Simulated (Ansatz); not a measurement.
Cost and result for the atomization energy of `C[SiH2]Br` (8 atoms, 7 bonds).

Cartesian coordinates in Å:
```
C -0.909 -0.396 -0.246
Si 0.793 0.162 0.248
Br 0.985 2.359 -0.074
H -1.007 -1.474 -0.091
H -1.095 -0.180 -1.300
H -1.669 0.110 0.351
H 1.843 -0.490 -0.572
H 1.058 -0.091 1.685
```

Total charge 0; spin multiplicity 1. Correlated methods include outer-core shells of Br, which these sets cover unevenly. Scalar relativity is left out up to krypton. All single points use the PBE0-D4/def2-TZVP geometry. Program: Ansatz. All runs use 2 threads of a server CPU on a shared host. Times are those of one run each, without the atoms' runs, and a repeat can differ threefold. Electronic energies, without spin–orbit coupling; frozen cores. CCSD(T)/CBS adds CCSD(T) − MP2 in def2-TZVPP to the MP2 limit, and its time is that of the two runs behind it. T1 = 0.008. With those shells the extrapolation isn't a true limit. B3LYP takes the VWN-RPA correlation (the form of Gaussian; ORCA's B3LYP/G).

CCSD(T)/CBS is a level of theory with its own doubt, some kJ/mol a heavy atom from the limit and from the frozen cores, so smaller differences don't rank the functionals.

```tsv
level	functions	wall time	atomization (kcal/mol)	difference from CCSD(T)/CBS	per bond
LDA (SPW92)/def2-TZVPP	191	0.55 s	701.8	67.2	9.6
revPBE-D4/def2-TZVPP	191	0.85 s	621.1	-13.5	-1.9
PBE-D4/def2-TZVPP (with forces)	191	1.1 s	632.1	-2.5	-0.4
CCSD(T)/def2-SVP	89	1.4 s	595.8	-38.8	-5.6
B3LYP-D4/def2-TZVPP (with forces)	191	1.9 s	630.0	-4.6	-0.7
r2SCANh-D4/def2-TZVPP	191	2 s	631.8	-2.8	-0.4
B2PLYP/def2-TZVPP	191	2 s	624.0	-10.6	-1.5
PBE-QIDH/def2-TZVPP	191	2.1 s	628.8	-5.8	-0.8
ωB97X-V/def2-TZVPP	191	3.2 s	634.2	-0.4	-0.1
ωB97M-V/def2-TZVPP (with forces)	191	4.5 s	632.3	-2.3	-0.3
MP2/def2-QZVPP	366	8 s	630.4	-4.2	-0.6
CCSD(T)/def2-TZVPP	191	24 s	618.2	-16.4	-2.3
CCSD(T)/CBS(def2)	–	32 s	634.6	0.0	0.0
```

At CCSD(T), def2-SVP lies −38.9 kcal/mol from the extrapolated value and def2-TZVPP −16.4 kcal/mol: correlation converges slowly with the basis, and small sets miss more of it in the bonded molecule than in its fragments. In def2-TZVPP, CCSD(T) changes the Hartree–Fock value by +131.9 kcal/mol (the triples alone add +6.3 kcal/mol) and MP2 by +134.5 kcal/mol; breaking electron pairs costs correlation energy, which Hartree–Fock lacks. The D4 term adds +5.8 kcal/mol with B3LYP and +3.0 kcal/mol with PBE0; it sums over pairs of atoms, weighted by their polarisabilities, and B3LYP, whose exchange is more repulsive, gets the larger term.
